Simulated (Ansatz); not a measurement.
A structure relaxed at PBE0-D4/def2-TZVP, charge 0, multiplicity 1:

```
atom    x (Å)    y (Å)    z (Å)
  O1   1.4556   0.9215  -1.0826
 Si2  -0.1306   0.5135  -1.1250
  O3  -0.8926   1.8795  -0.6114
  N4  -0.4053  -0.8439  -0.1388
 Ge5   0.2524  -1.1102   1.5639
  H6   1.6490   1.8596  -1.1221
  H7  -0.5814   0.1482  -2.4912
  H8  -1.8390   1.8271  -0.4744
  H9  -0.7620  -1.6683  -0.5975
 H10  -0.8317  -1.8140   2.4003
 H11   1.5172  -1.9874   1.5391
 H12   0.5683   0.2744   2.1397
```

Problem. Give its formula and SMILES.

Solution. GeH7NO2Si, `O[SiH](O)[NH][GeH3]`.

Problem. Summarise the bond lengths by kind.

Solution. 2 × O–Si 1.638 to 1.646 Å; 2 × H–O 0.958 to 0.959 Å; 1 × N–Si 1.700 Å; 1 × H–Si 1.484 Å; 1 × Ge–N 1.845 Å; 1 × H–N 1.009 Å; 3 × Ge–H 1.532 to 1.540 Å.

Program: Ansatz 0.2.0.
